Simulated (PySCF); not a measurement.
**Correlation energy of Au (gold, neutral)**

[Xe] 4f14 5d9 6s2, 2D determinant (an excited configuration). Computed with PySCF 2.14 in aug-cc-pVDZ-PP with ECP60MDF, with a scalar-relativistic core potential. Frozen: 5s2 5p6; 11 electrons correlated.

MP2 pair energies summed by pair of shells (mhartree):

```csv
pair,energy,share (%)
5d-5d,-210.79,66.3
5d-6s,-88.60,27.9
6s-6s,-18.66,5.9
```

Total MP2 correlation energy: -318.06 mhartree.

Same-spin part -106.92 and opposite-spin part -211.14 mhartree; SCS-MP2 scales them by 1/3 and 6/5 to -289.00 mhartree.
